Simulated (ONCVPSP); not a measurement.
u(r) = r·R(r): atom against pseudo-atom (P (Z = 15))

Columns: radius, all-electron u(r) and pseudo u(r) of the 2p shell (level -124.53 eV) of phosphorus in the configuration [He] 2s2 2p6 3s2 3p3; LDA (Perdew-Wang 92), non-relativistic, ONCV scheme, ONCVPSP 4.0.1.

```json
{"r (bohr)": "0.042", "all-electron": "0.1387", "pseudo": "0.0480"}
{"r (bohr)": "0.085", "all-electron": "0.4189", "pseudo": "0.1882"}
{"r (bohr)": "0.128", "all-electron": "0.7112", "pseudo": "0.3996"}
{"r (bohr)": "0.170", "all-electron": "0.9557", "pseudo": "0.6453"}
{"r (bohr)": "0.212", "all-electron": "1.1423", "pseudo": "0.8976"}
{"r (bohr)": "0.255", "all-electron": "1.2724", "pseudo": "1.1310"}
{"r (bohr)": "0.298", "all-electron": "1.3475", "pseudo": "1.3147"}
{"r (bohr)": "0.340", "all-electron": "1.3773", "pseudo": "1.4324"}
{"r (bohr)": "0.382", "all-electron": "1.3726", "pseudo": "1.4852"}
{"r (bohr)": "0.425", "all-electron": "1.3414", "pseudo": "1.4788"}
{"r (bohr)": "0.467", "all-electron": "1.2921", "pseudo": "1.4264"}
{"r (bohr)": "0.510", "all-electron": "1.2287", "pseudo": "1.3410"}
{"r (bohr)": "0.552", "all-electron": "1.1584", "pseudo": "1.2412"}
{"r (bohr)": "0.595", "all-electron": "1.0820", "pseudo": "1.1349"}
{"r (bohr)": "0.638", "all-electron": "1.0036", "pseudo": "1.0327"}
{"r (bohr)": "0.680", "all-electron": "0.9274", "pseudo": "0.9407"}
{"r (bohr)": "0.722", "all-electron": "0.8529", "pseudo": "0.8576"}
{"r (bohr)": "0.765", "all-electron": "0.7796", "pseudo": "0.7806"}
{"r (bohr)": "0.807", "all-electron": "0.7115", "pseudo": "0.7116"}
{"r (bohr)": "0.850", "all-electron": "0.6459", "pseudo": "0.6459"}
{"r (bohr)": "0.892", "all-electron": "0.5861", "pseudo": "0.5861"}
{"r (bohr)": "0.935", "all-electron": "0.5292", "pseudo": "0.5292"}
{"r (bohr)": "0.977", "all-electron": "0.4780", "pseudo": "0.4780"}
{"r (bohr)": "1.020", "all-electron": "0.4299", "pseudo": "0.4299"}
{"r (bohr)": "1.062", "all-electron": "0.3870", "pseudo": "0.3870"}
{"r (bohr)": "1.105", "all-electron": "0.3469", "pseudo": "0.3469"}
```

(1) How many radial nodes do the two functions have?

(2) At about which radius was the pseudo-wave matched?

(3) Is the pseudo-wave norm-conserving?

Answers

(1) The all-electron 2p function has n − l − 1 = 0; the pseudo-wave has 0.

(2) 0.85 bohr, where the columns begin to agree (steps of 0.04 bohr).

(3) Yes: the ONCV scheme keeps the norm inside the radius equal to the all-electron one, which fixes the energy derivative of the logarithmic derivative at the level.
